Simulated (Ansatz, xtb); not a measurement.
Torsion H4–O1–Si2–F3 in FH3OSi (SMILES O[SiH2]F); at each angle all else is relaxed with GFN2-xTB, and the levels are single points there.
Geometry at 300° (charge 0, multiplicity 1):
```
atom    x (Å)    y (Å)    z (Å)
----  -------  -------  -------
O      1.1378  -0.0653  -0.4645
Si    -0.4005   0.0239   0.0096
F     -0.6433  -1.0916   1.1457
H      1.8797   0.0632   0.1206
H     -1.1461  -0.3676  -1.1631
H     -0.7307   1.2738   0.6713
```

On the grid 0° to 330°, 180° is the highest and 300° the lowest point at MP2/CBS(cc-pV(T+d)Z, cc-pV(Q+d)Z) + ΔCCSD(T)/cc-pV(T+d)Z.

Cores are frozen in the correlated methods.

Run with Ansatz (an electronic-structure program) with Gaussian orbitals; xtb for the GFN methods. Values without a source in brackets are computed.

Q: One of these levels gives 9.8 kJ/mol for the energy at 180° less that at 300°. Which one is it?
A. CCSD(T)/cc-pV(D+d)Z
B. wB97M-V/def2-TZVPP
C. HF/cc-pV(T+d)Z
D. GFN-FF

A: A, CCSD(T)/cc-pV(D+d)Z. The others give 11.7 (GFN-FF), 4.8 (HF/cc-pV(T+d)Z), 6.5 (wB97M-V/def2-TZVPP)
